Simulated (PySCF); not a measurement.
Al(Cl)2(NHMe) (CH4AlCl2N), SMILES C[NH][Al]([Cl])[Cl]. Atoms are numbered in the order given.

```xyz
9

Al     0.0810    -0.1538     0.0000
Cl     0.7337    -2.1472     0.0000
Cl    -1.9700     0.2932     0.0000
N      1.2567     1.1551     0.0000
C      1.0170     2.5904     0.0000
H      2.2472     0.9236     0.0000
H      1.4415     3.0873    -0.8918
H      1.4415     3.0873     0.8918
H     -0.0652     2.7912     0.0000
```
Charge 0, spin multiplicity 1.

Geometry: B3LYP-D3(BJ)/def2-SVP. The structure was generated by enumeration; whether it is a known compound was not checked. The values are those of a single conformer.

All values below come from IEF-PCM-B3LYP/def2-SVP (PySCF 2.14.0).

The values are the electrostatic part of the solvation free energy, E(continuum) − E(gas) at the gas-phase geometry, in a cavity of scaled van der Waals radii (PySCF's table); cavitation and dispersion terms are not included. A continuum can't describe solvent molecules that bind to the metal. In vacuum the orbital gap is 6.24 eV. The dipole moment in vacuum is 2.42 D.

Problem. Estimate the values in water (ε = 78.36), ethanol (ε = 24.85), 2-propanol (ε = 19.26). (The exact figures need the calculation; the answer reports its results.)

Solution. 
| solvent | ε | ΔG(elec) (kcal/mol) | dipole (D) | gap (eV) |
|---|---|---|---|---|
| water | 78.36 | -4.7 | 2.92 | 6.18 |
| ethanol | 24.85 | -4.5 | 2.90 | 6.19 |
| 2-propanol | 19.26 | -4.4 | 2.89 | 6.19 |
